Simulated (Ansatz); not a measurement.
Reaction (SMILES): [B]=N (B-NH) → B atom + H atom + N atom
B3LYP-D3(BJ)/def2-TZVP geometries, fixed; electronic energies without zero-point terms.

Effect of a fitting basis named in the input at PBE/def2-TZVPP with Ansatz (a first-principles code), against the last row, where the atomisation energy is 251.17 kcal/mol. Open shells are unrestricted. The default fits or decomposes integrals by the program's own choice; accuracy: high also tightens integrals, grids and stops.

| setting | largest shift of a total energy (mEh) | shift of the atomisation energy (kcal/mol) |
|---|---|---|
| fitting: def2-SV(P)-JKFIT | -0.023 | -0.008 |
| fitting: def2-universal-JKFIT | -0.023 | -0.008 |
| fitting: cc-pVTZ-JKFIT | -0.005 | 0.000 |
| fitting: cc-pVQZ-JKFIT | -0.002 | -0.002 |
| fitting: cc-pV5Z-JKFIT | -0.002 | -0.002 |
| fitting: def2-universal-JFIT | -0.055 | 0.013 |
| accuracy: high | 0.000 | 0.000 |
| accuracy: medium (default) | 0.000 | 0.000 |

Within 0.02 kcal/mol in the atomisation energy: fitting: def2-SV(P)-JKFIT; fitting: def2-universal-JKFIT; fitting: cc-pVTZ-JKFIT; fitting: cc-pVQZ-JKFIT; fitting: cc-pV5Z-JKFIT; fitting: def2-universal-JFIT; accuracy: high. The largest shift is 0.055 mEh in a total energy and 0.013 kcal/mol in the difference.
